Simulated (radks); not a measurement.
The numbers below are computed, except where a source is named.
Q: All-electron atom: Co in [Ar] 3d8 4s1 (not the ground configuration). Code: a radial shooting solver on a logarithmic mesh with Libxc functionals. Model: scalar-relativistic Kohn-Sham, r2SCAN, spin-unpolarised, spherical densities, finite nucleus; meta-GGA in the generalised Kohn-Sham scheme; Fermi nuclear charge, rms radius 3.7875 fm. Some entries of the table are withheld. Estimate them.

orbital,occ.,eigenvalue (eV),<r> (bohr)
1s,2,(1),0.05620
2s,2,-903.2645,(2)
2p,6,(3),0.2248
3s,2,-101.0239,0.7768
3p,6,-62.9804,(4)
4s,1,(5),3.121
3d,8,-4.2429,(6)

A: 
(1) 1s eigenvalue (eV): -7613.787
(2) 2s <r> (bohr): 0.2549
(3) 2p eigenvalue (eV): -771.2760
(4) 3p <r> (bohr): 0.8228
(5) 4s eigenvalue (eV): -4.3050
(6) 3d <r> (bohr): 1.179
